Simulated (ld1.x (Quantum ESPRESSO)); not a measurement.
# Plane-wave convergence, RRKJ potential for gold (Au)

* Element: Au (Z = 79)
* Generator: ld1.x (Quantum ESPRESSO) 7.5
* Type: norm-conserving RRKJ (Kleinman–Bylander form)
* Functional: PBE
* Relativity: scalar-relativistic
* Frozen core: [Kr] 4d10 4f14
* Valence charge: 19
* Reference configuration: 5s2 5p6 5d10 6s1 6p0
* Partial waves: 5s (bound): rc 1.10 bohr; 5p (bound): rc 1.75 bohr; 5d (bound): rc 1.70 bohr
* Local potential: all-electron potential smoothed inside 1.35 bohr (lloc = -1)
* Core correction: a·sin(br)/r model core inside 1.06 bohr
* rho0: 0.02

Occupied shells without a wave of their own: 6s. They enter only through the test configuration that unscreens the potential, and ld1.x also counts them in the model core charge.

The pseudo-atom Hamiltonian at the reference potential is diagonalised in spherical Bessel functions j_l(qr) that vanish at 20 bohr, with q² up to the cutoff. All-electron valence levels (Ry): 5s -7.9649, 6s -0.4235, 5p -4.3939, 6p -0.0566, 5d -0.5054.

**Question.** How do the lowest levels (Ry) of each channel move with the cutoff, and are there ghosts?

**Answer.**

```json
{"cutoff (Ry)": "8", "s #1": "-6.1572", "s #2": "-0.2630", "s #3": "0.0226", "p #1": "-2.8716", "p #2": "-0.0132", "d #1": "0.0505", "d #2": "0.0979", "f #1": "0.1148", "f #2": "0.2431", "Σ f·Δε (mRy)": "18464.5"}
{"cutoff (Ry)": "15", "s #1": "-6.2660", "s #2": "-0.2713", "s #3": "0.0218", "p #1": "-4.1303", "p #2": "-0.0452", "d #1": "-0.1828", "d #2": "0.0701", "f #1": "0.1148", "f #2": "0.2431", "Σ f·Δε (mRy)": "8354.0"}
{"cutoff (Ry)": "21", "s #1": "-6.7289", "s #2": "-0.3003", "s #3": "0.0193", "p #1": "-4.3396", "p #2": "-0.0552", "d #1": "-0.3953", "d #2": "0.0686", "f #1": "0.1148", "f #2": "0.2431", "Σ f·Δε (mRy)": "4018.0"}
{"cutoff (Ry)": "30", "s #1": "-7.2821", "s #2": "-0.3454", "s #3": "0.0157", "p #1": "-4.3926", "p #2": "-0.0600", "d #1": "-0.4859", "d #2": "0.0682", "f #1": "0.1148", "f #2": "0.2431", "Σ f·Δε (mRy)": "1642.2"}
{"cutoff (Ry)": "45", "s #1": "-7.8085", "s #2": "-0.3989", "s #3": "0.0118", "p #1": "-4.3938", "p #2": "-0.0609", "d #1": "-0.5053", "d #2": "0.0681", "f #1": "0.1148", "f #2": "0.2431", "Σ f·Δε (mRy)": "334.6"}
{"cutoff (Ry)": "60", "s #1": "-7.9040", "s #2": "-0.4111", "s #3": "0.0110", "p #1": "-4.3939", "p #2": "-0.0610", "d #1": "-0.5054", "d #2": "0.0681", "f #1": "0.1148", "f #2": "0.2431", "Σ f·Δε (mRy)": "130.2"}
{"cutoff (Ry)": "80", "s #1": "-7.9086", "s #2": "-0.4116", "s #3": "0.0110", "p #1": "-4.3939", "p #2": "-0.0611", "d #1": "-0.5055", "d #2": "0.0681", "f #1": "0.1148", "f #2": "0.2431", "Σ f·Δε (mRy)": "120.1"}
{"cutoff (Ry)": "100", "s #1": "-7.9332", "s #2": "-0.4144", "s #3": "0.0108", "p #1": "-4.3939", "p #2": "-0.0611", "d #1": "-0.5055", "d #2": "0.0681", "f #1": "0.1148", "f #2": "0.2431", "Σ f·Δε (mRy)": "67.9"}
{"cutoff (Ry)": "140", "s #1": "-7.9633", "s #2": "-0.4181", "s #3": "0.0105", "p #1": "-4.3939", "p #2": "-0.0611", "d #1": "-0.5055", "d #2": "0.0681", "f #1": "0.1148", "f #2": "0.2431", "Σ f·Δε (mRy)": "3.9"}
{"cutoff (Ry)": "200", "s #1": "-7.9648", "s #2": "-0.4183", "s #3": "0.0105", "p #1": "-4.3939", "p #2": "-0.0611", "d #1": "-0.5055", "d #2": "0.0681", "f #1": "0.1148", "f #2": "0.2431", "Σ f·Δε (mRy)": "0.8"}
{"cutoff (Ry)": "260", "s #1": "-7.9650", "s #2": "-0.4183", "s #3": "0.0105", "p #1": "-4.3939", "p #2": "-0.0611", "d #1": "-0.5055", "d #2": "0.0681", "f #1": "0.1148", "f #2": "0.2431", "Σ f·Δε (mRy)": "0.2"}
{"cutoff (Ry)": "400", "s #1": "-7.9651", "s #2": "-0.4183", "s #3": "0.0105", "p #1": "-4.3939", "p #2": "-0.0611", "d #1": "-0.5055", "d #2": "0.0681", "f #1": "0.1148", "f #2": "0.2431", "Σ f·Δε (mRy)": "0.0"}
```

Result: no extra level below or beside the all-electron valence levels (s, p, d, f tested); 10 mRy is reached at 140 Ry and 1 mRy at 200 Ry.

ld1.x takes every shell without a wave as core, so the model core holds the 6s electrons as well and exchange and correlation see them twice. This cancels in the reference configuration, but the file is broken for other ones, and its errors say nothing about a proper core correction.
